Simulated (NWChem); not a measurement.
System: C3H4F2O; SMILES CO/C(F)=C/F

NWChem input:

```
start job
memory heap 200 mb stack 900 mb global 1100 mb
geometry units angstroms noautoz
  C      0.060486     2.229467    -0.194690
  O      0.627389     1.112497     0.471734
  C      0.001084    -0.045464     0.297940
  F     -1.280803    -0.050926     0.652147
  C      0.609659    -1.142751    -0.154587
  F     -0.013884    -2.316054    -0.211784
  H      0.688558     3.094072     0.050907
  H      0.060743     2.073295    -1.286798
  H     -0.968623     2.417507     0.147374
  H      1.654283    -1.137805    -0.466054
end
basis spherical
  * library 6-31+g*
end
dft
  xc pbe0
  iterations 150
  mulliken
end
task dft energy
```

All runs use the structure optimised with PBE0/def2-SVP.

Task: Predict the main results of this run. (PBE0/6-31+G* (spherical d).) Quantities: basis functions; energy (Ha); highest occupied level (eV); orbital gap (eV); dipole (D).

Result: 
```
Property                      Result
---------------------------  -------
number of basis functions        116
energy (Ha)                  -391.18
highest occupied level (eV)    -6.94
orbital gap (eV)                7.22
dipole (D)                      2.75
```
